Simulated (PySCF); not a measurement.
## ZnN⁺ at ROHF

Level: ROHF. basis Zn 6-31G(d,p), N 6-31G(d,p); no relativity; PySCF 2.14.

| Item | Value |
| --- | --- |
| state | ³Σ⁻ (triplet), unpaired electrons π ↑↑ |
| bond length | 1.927 Å |
| harmonic wavenumber | 581 cm⁻¹ |
| force constant | 2.28 mdyn/Å |
| rotational constant Be | 0.3953 cm⁻¹ |
| anharmonicity ωexe | 3.11 cm⁻¹ |
| vibration–rotation constant αe | 0.00326 cm⁻¹ |
| well depth De to Zn⁺ + N | -1.01 eV |
| dissociation energy D0 | -1.05 eV |
| bond order (Mayer) | 1.05 |
| dipole moment (positive dipole points towards N; it is taken about the centre of mass and depends on that origin) | -4.83 D |

For an ion De counts to the pair picked by the measured ionisation energies or electron affinities, which need not be the lowest pair at this level. UHF is strongly spin-contaminated for ZnN⁺, so the ROHF reference used there is far from stable. Hartree–Fock leaves out correlation, which carries a large part of most bond energies and some tenths to 1 eV of ionisation energies. A negative De means that the minimum lies above the separated atoms at that level. The state was picked by a PBE0 search and need not be the measured ground state.
